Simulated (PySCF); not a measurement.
# Finite-field polarisability of Ar (argon, neutral)

[Ar], closed-shell 1S. Calculation: PySCF 2.14, in def2-QZVPPD (10s7p5d2f1g, 79 functions); no relativity, point nucleus. Frozen: [Ne]. Energy changes in a uniform field (μhartree):

| axis | F (au) | HF | MP2 | CCSD | CCSD(T) |
| --- | --- | --- | --- | --- | --- |
| x | 0.0043 | -99.401 | -102.077 | -101.019 | -101.675 |
| x | 0.0086 | -397.714 | -408.437 | -404.201 | -406.830 |

(1) Derive α along x at CCSD(T) from the two fields.

(2) And the mean polarisability at each level?

## Answers

(1) With ΔE = −αF²/2 − γF⁴/24, α = −(16 ΔE(F) − ΔE(2F))/(6F²) = 11.00 bohr³.

(2) HF 10.75, MP2 11.04, CCSD 10.93, CCSD(T) 11.00 bohr³. Reference: 11.083 ± 0.007 bohr³ (recommended; Schwerdtfeger and Nagle, table of static dipole polarizabilities (2023 update)).
